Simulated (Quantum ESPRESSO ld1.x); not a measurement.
Q: Species: Sb3+. Configuration: [Kr] 4d10 5s2. Calculated with ld1.x of Quantum ESPRESSO 7.5: scalar-relativistic Kohn-Sham, BLYP, spin-unpolarised, spherical densities, point nucleus. Some entries of the table are withheld. Estimate them.

orbital  occ.  eigenvalue (eV)  <r^2> (bohr^2)
1s          2         -30340.4             (1)
2s          2         -4642.02         0.01773
2p          6         -4170.72         0.01401
3s          2         -933.530          0.1249
3p          6         -779.932          0.1254
3d         10         -545.458          0.1106
4s          2         -178.040             (2)
4p          6         -130.970          0.8272
4d         10              (3)           1.226
5s          2              (4)           4.598

A: 
(1) 1s <r^2> (bohr^2): 0.001094
(2) 4s <r^2> (bohr^2): 0.7062
(3) 4d eigenvalue (eV): -62.5536
(4) 5s eigenvalue (eV): -38.9918
